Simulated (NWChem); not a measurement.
System: trimethylarsine (C3H9As); SMILES C[As](C)C

Output (shortened):

```
             Northwest Computational Chemistry Package (NWChem) 7.3.0
             --------------------------------------------------------

 C3  symmetry detected

                             Geometry "geometry" -> ""
                             -------------------------

 Output coordinates in angstroms (scale by  1.889725989 to convert to a.u.)

  No.       Tag          Charge          X              Y              Z
 ---- ---------------- ---------- -------------- -------------- --------------
    1 C                    6.0000     0.45255717     1.65166663    -0.52688110
    2 As                  33.0000    -0.00000000     0.00000000     0.48058090
    3 C                    6.0000     1.20410668    -1.21775932    -0.52688110
    4 C                    6.0000    -1.65666384    -0.43390731    -0.52688110
    5 H                    1.0000     0.40870329     1.48512083    -1.62227810
    6 H                    1.0000     1.47304159     1.98253778    -0.24992310
    7 H                    1.0000    -0.25871470     2.45576150    -0.25290210
    8 H                    1.0000     1.08180072    -1.09650784    -1.62227810
    9 H                    1.0000     0.98040729    -2.26696033    -0.24992310
   10 H                    1.0000     2.25610919    -1.00382725    -0.25290210
   11 H                    1.0000    -1.49050401    -0.38861299    -1.62227810
   12 H                    1.0000    -1.99739449    -1.45193425    -0.25290210
   13 H                    1.0000    -2.45344888     0.28442255    -0.24992310

 Effective nuclear repulsion energy (a.u.)     287.5880525338

      Symmetry information
      --------------------

 Group name             C3
 Group number              5
 Group order               3
 No. of unique centers     5

                                 NWChem DFT Module
                                 -----------------

 Summary of "ao basis" -> "ao basis" (spherical)
 ------------------------------------------------------------------------------
       Tag                 Description            Shells   Functions and Types
 ---------------- ------------------------------  ------  ---------------------
 C                           6-31g*                  6       14   3s2p1d
 As                          6-31g*                 12       32   5s4p3d
 H                           6-31g*                  2        2   2s

      Symmetry analysis of basis
      --------------------------

        a          32
        e+         30
        e-         30

  Rotation of axis

            General Information
            -------------------
          SCF calculation type: DFT
          Wavefunction type:  closed shell.
          No. of atoms     :    13
          No. of electrons :    60
           Alpha electrons :    30
            Beta electrons :    30
          Charge           :     0
          Spin multiplicity:     1
          Use of symmetry is: on ; symmetry adaption is: on
          Maximum number of iterations: 150
          AO basis - number of functions:    92
                     number of shells:    48
          Convergence on energy requested:  1.00D-06
          Convergence on density requested:  1.00D-05
          Convergence on gradient requested:  5.00D-04

              XC Information
              --------------
                       M06-2X Method XC Functional
                     Hartree-Fock (Exact) Exchange  0.540
                        M06-2X Exchange Functional  1.000
                      M06-2X Correlation Potential  1.000

             Grid Information
             ----------------
          Grid used for XC integration:  xfine
          Radial quadrature: Mura-Knowles
          Angular quadrature: Lebedev.
          Tag              B.-S. Rad. Rad. Pts. Rad. Cut. Ang. Pts.
          ---              ---------- --------- --------- ---------
          C                   0.70      100          11.0      1454
          As                  1.15      160           9.0      1454
          H                   0.35      100          12.0      1202
          Grid pruning is: on
          Number of quadrature shells:   560
          Spatial weights used:  Erf1

      Superposition of Atomic Density Guess
      -------------------------------------

 Sum of atomic energies:       -2351.31030297

      Non-variational initial energy
      ------------------------------

 Total energy =   -2353.391796
 1-e energy   =   -3841.849343
 2-e energy   =    1200.869495
 HOMO         =      -0.253661
 LUMO         =       0.073901

      Symmetry analysis of molecular orbitals - initial
      -------------------------------------------------

  Numbering of irreducible representations:

     1 a           2 e+          3 e-

  Orbital symmetries:

     1 a           2 a           3 e+          4 e+          5 a
     6 a           7 e+          8 e+          9 a          10 e+
    11 e+         12 a          13 e+         14 e+         15 e+
    16 e+         17 a          18 a          19 e+         20 e+
    21 a          22 a          23 e+         24 e+         25 e+
    26 e+         27 a          28 e+         29 e+         30 a
    31 e+         32 e+         33 a          34 a          35 a
    36 e+         37 e+         38 e+         39 e+         40 e+

     ---------------------------------------------
      Total Density - Mulliken Population Analysis
     ---------------------------------------------

    Atom       Charge   Shell Charges
 -----------   ------   -------------------------------------------------------
    1 C    6     6.85   2.00  0.72  2.00  0.73  1.38  0.02
    2 As  33    32.56   2.00  2.00  6.00  2.00  5.99  1.40  2.13  0.33  0.59  6.92  2.95  0.24
    3 C    6     6.85   2.00  0.72  2.00  0.73  1.38  0.02
    4 C    6     6.85   2.00  0.72  2.00  0.73  1.38  0.02
    5 H    1     0.77   0.46  0.31
    6 H    1     0.77   0.46  0.31
    7 H    1     0.77   0.46  0.31
    8 H    1     0.77   0.46  0.31
    9 H    1     0.77   0.46  0.31
   10 H    1     0.77   0.46  0.31
   11 H    1     0.77   0.46  0.31
   12 H    1     0.77   0.46  0.31
   13 H    1     0.77   0.46  0.31

   convergence    iter        energy       DeltaE   RMS-Dens  Diis-err
 ---------------- ----- ----------------- --------- --------- ---------
 d= 0,ls=0.0,diis     1  -2355.2184361523 -2.64D+03  4.04D-03  2.16D-01
 d= 0,ls=0.0,diis     2  -2355.2435437532 -2.51D-02  7.99D-04  1.05D-02
 d= 0,ls=0.0,diis     3  -2355.2435808672 -3.71D-05  3.72D-04  4.99D-03
 d= 0,ls=0.0,diis     4  -2355.2439041280 -3.23D-04  1.08D-04  4.72D-05
 d= 0,ls=0.0,diis     5  -2355.2439124683 -8.34D-06  3.37D-05  1.14D-05
  Resetting Diis
 d= 0,ls=0.0,diis     6  -2355.2439141151 -1.65D-06  7.65D-06  1.66D-07
 d= 0,ls=0.0,diis     7  -2355.2439141403 -2.51D-08  2.79D-06  2.43D-08

         Total DFT energy =    -2355.243914140269
      One electron energy =    -3847.038563150325
           Coulomb energy =     1306.856458412444
    Exchange-Corr. energy =     -102.649861936206
 Nuclear repulsion energy =      287.588052533817

 Numeric. integr. density =       59.999999464542

                  Occupations of the irreducible representations
                  ----------------------------------------------

                     irrep           alpha         beta
                     --------     --------     --------
                     a                12.0         12.0
                     e+               18.0         18.0
                     e-                0.0          0.0

                       DFT Final Molecular Orbital Analysis
                       ------------------------------------

 Vector   28  Occ=2.000000D+00  E=-3.561979D-01  Symmetry=e+
              MO Center= -3.7D-01,  2.3D-01, -2.1D-01, r^2= 3.4D+00
   Bfn.  Coefficient  Atom+Function         Bfn.  Coefficient  Atom+Function
  ----- ------------  ---------------      ----- ------------  ---------------
    25      0.324214   2 As px               63     -0.293074   4 C  px
    26      0.250757   2 As py                4     -0.246381   1 C  py
    67     -0.189131   4 C  px                8     -0.160046   1 C  py
    21     -0.142266   2 As px                3     -0.129476   1 C  px
    78     -0.121776   6 H  s                90      0.117919  12 H  s

 Vector   29  Occ=2.000000D+00  E=-3.561979D-01  Symmetry=e+
              MO Center=  3.7D-01, -2.3D-01, -2.1D-01, r^2= 3.4D+00
   Bfn.  Coefficient  Atom+Function         Bfn.  Coefficient  Atom+Function
  ----- ------------  ---------------      ----- ------------  ---------------
    26      0.324214   2 As py               25     -0.250757   2 As px
    50     -0.248676   3 C  py               49      0.228828   3 C  px
     4     -0.218272   1 C  py               54     -0.158118   3 C  py
    63      0.151928   4 C  px               53      0.147782   3 C  px
    22     -0.142266   2 As py                8     -0.136877   1 C  py

 Vector   30  Occ=2.000000D+00  E=-2.774402D-01  Symmetry=a
              MO Center= -8.9D-16, -7.7D-16,  5.1D-01, r^2= 2.9D+00
   Bfn.  Coefficient  Atom+Function         Bfn.  Coefficient  Atom+Function
  ----- ------------  ---------------      ----- ------------  ---------------
    27      0.552898   2 As pz               24     -0.320298   2 As s
    28      0.277487   2 As s                31      0.241204   2 As pz
    23     -0.233436   2 As pz               20      0.141381   2 As s
    76      0.134490   5 H  s                82      0.134490   8 H  s
    88      0.134490  11 H  s                 5     -0.130278   1 C  pz

 Vector   31  Occ=0.000000D+00  E= 7.947203D-02  Symmetry=e+
              MO Center= -1.9D-02, -2.4D-02,  5.6D-01, r^2= 4.4D+00
   Bfn.  Coefficient  Atom+Function         Bfn.  Coefficient  Atom+Function
  ----- ------------  ---------------      ----- ------------  ---------------
    29      1.174128   2 As px               66      0.908399   4 C  s
    52     -0.713105   3 C  s                25      0.370543   2 As px
    67      0.279490   4 C  px               54     -0.250902   3 C  py
    88     -0.238071  11 H  s                 6     -0.195293   1 C  s
    82      0.187613   8 H  s                69      0.174087   4 C  pz

 Vector   32  Occ=0.000000D+00  E= 7.947203D-02  Symmetry=e+
              MO Center=  1.9D-02,  2.4D-02,  5.6D-01, r^2= 4.4D+00
   Bfn.  Coefficient  Atom+Function         Bfn.  Coefficient  Atom+Function
  ----- ------------  ---------------      ----- ------------  ---------------
    30      1.174128   2 As py                6     -0.936176   1 C  s
    52      0.637217   3 C  s                26      0.370543   2 As py
    66      0.298959   4 C  s                 8      0.292134   1 C  py
    76      0.245769   5 H  s                53     -0.241523   3 C  px
     9     -0.179106   1 C  pz               82     -0.166582   8 H  s

 Vector   33  Occ=0.000000D+00  E= 1.236039D-01  Symmetry=a
              MO Center= -2.2D-15, -2.5D-15, -8.1D-01, r^2= 6.9D+00
   Bfn.  Coefficient  Atom+Function         Bfn.  Coefficient  Atom+Function
  ----- ------------  ---------------      ----- ------------  ---------------
     6      1.259659   1 C  s                52      1.259659   3 C  s
    66      1.259659   4 C  s                76     -0.612007   5 H  s
    82     -0.612007   8 H  s                88     -0.612007  11 H  s
    78     -0.530876   6 H  s                80     -0.530805   7 H  s
    84     -0.530876   9 H  s                86     -0.530805  10 H  s

     ---------------------------------------------
      Total Density - Mulliken Population Analysis
     ---------------------------------------------

    Atom       Charge   Shell Charges
 -----------   ------   -------------------------------------------------------
    1 C    6     6.64   2.00  0.65  2.06  0.71  1.21  0.03
    2 As  33    32.64   2.00  2.00  6.00  2.00  5.99  1.36  2.28  0.37  0.51  6.95  2.90  0.28
    3 C    6     6.64   2.00  0.65  2.06  0.71  1.21  0.03
    4 C    6     6.64   2.00  0.65  2.06  0.71  1.21  0.03
    5 H    1     0.83   0.51  0.32
    6 H    1     0.82   0.51  0.31
    7 H    1     0.82   0.51  0.31
    8 H    1     0.83   0.51  0.32
    9 H    1     0.82   0.51  0.31
   10 H    1     0.82   0.51  0.31
   11 H    1     0.83   0.51  0.32
   12 H    1     0.82   0.51  0.31
   13 H    1     0.82   0.51  0.31

     -------------------------------------------
      Total Density - Lowdin Population Analysis
     -------------------------------------------

    Atom       Charge   Shell Charges
 -----------   ------   -------------------------------------------------------
    1 C    6     6.53   1.99  0.57  1.87  0.48  1.58  0.05
    2 As  33    32.68   2.00  2.00  5.99  1.98  5.88  1.00  2.13  0.51  0.96  6.73  3.05  0.44
    3 C    6     6.53   1.99  0.57  1.87  0.48  1.58  0.05
    4 C    6     6.53   1.99  0.57  1.87  0.48  1.58  0.05
    5 H    1     0.87   0.48  0.38
    6 H    1     0.85   0.48  0.37
    7 H    1     0.85   0.48  0.37
    8 H    1     0.87   0.48  0.38
    9 H    1     0.85   0.48  0.37
   10 H    1     0.85   0.48  0.37
   11 H    1     0.87   0.48  0.38
   12 H    1     0.85   0.48  0.37
   13 H    1     0.85   0.48  0.37

     Multipole analysis of the density
     ---------------------------------

     L   x y z        total         alpha         beta         nuclear
     -   - - -        -----         -----         ----         -------
     0   0 0 0      0.000000    -30.000000    -30.000000     60.000000

     1   1 0 0      0.000000      0.000000      0.000000     -0.000000
     1   0 1 0     -0.000000     -0.000000     -0.000000      0.000000
     1   0 0 1     -0.443014     -0.221507     -0.221507     -0.000000

     2   2 0 0    -28.581666   -100.444969   -100.444969    172.308271
     2   1 1 0      0.000000      0.000000      0.000000      0.000000
     2   1 0 1      0.000000      0.000000      0.000000      0.000000
     2   0 2 0    -28.581666   -100.444969   -100.444969    172.308271
     2   0 1 1     -0.000000     -0.000000     -0.000000      0.000000
     2   0 0 2    -31.285225    -52.947918    -52.947918     74.610612

[...]

                         DFT ENERGY GRADIENTS

    atom               coordinates                        gradient
                 x          y          z           x          y          z
   1 C       0.855209   3.121197  -0.995661   -0.001450  -0.005278   0.001733
   2 As     -0.000000   0.000000   0.908166    0.000000   0.000000   0.007737
   3 C       2.275432  -2.301231  -0.995661   -0.003846   0.003895   0.001733
   4 C      -3.130641  -0.819966  -0.995661    0.005296   0.001383   0.001733
   5 H       0.772337   2.806471  -3.065661   -0.000282  -0.001030  -0.009815
   6 H       2.783645   3.746453  -0.472286    0.009125   0.002724   0.002786
   7 H      -0.488900   4.640716  -0.477916   -0.006469   0.006996   0.002717
   8 H       2.044307  -2.072099  -3.065661   -0.000752   0.000759  -0.009815
   9 H       1.852701  -4.283934  -0.472286   -0.002204  -0.009264   0.002786
  10 H       4.263428  -1.896958  -0.477916    0.009293   0.002104   0.002717
  11 H      -2.816644  -0.734372  -3.065661    0.001033   0.000271  -0.009815
  12 H      -3.774528  -2.743758  -0.477916   -0.002824  -0.009100   0.002717
  13 H      -4.636346   0.537481  -0.472286   -0.006921   0.006541   0.002786
```

Level: M06-2X/6-31G* (spherical d). Geometry: optimised at PBE-D3(BJ)/def2-SVP.

Problem. Which NWChem input produces such a log?

Solution. Several could match; the one computed here: the input that was run:
```
start job
memory heap 200 mb stack 900 mb global 1100 mb
geometry units angstroms noautoz
  C      0.638259     1.589162    -0.529155
  As     0.000000     0.000000     0.478307
  C      1.057125    -1.347330    -0.529155
  C     -1.695384    -0.241833    -0.529155
  H      0.575668     1.428716    -1.624552
  H      1.689858     1.801301    -0.252197
  H      0.023492     2.469240    -0.255176
  H      0.949470    -1.212901    -1.624552
  H      0.715044    -2.364111    -0.252197
  H      2.126679    -1.254964    -0.255176
  H     -1.525138    -0.215814    -1.624552
  H     -2.150170    -1.214276    -0.255176
  H     -2.404902     0.562810    -0.252197
end
basis spherical
  * library 6-31g*
end
dft
  xc m06-2x
  grid xfine
  iterations 150
  mulliken
end
task dft gradient
```
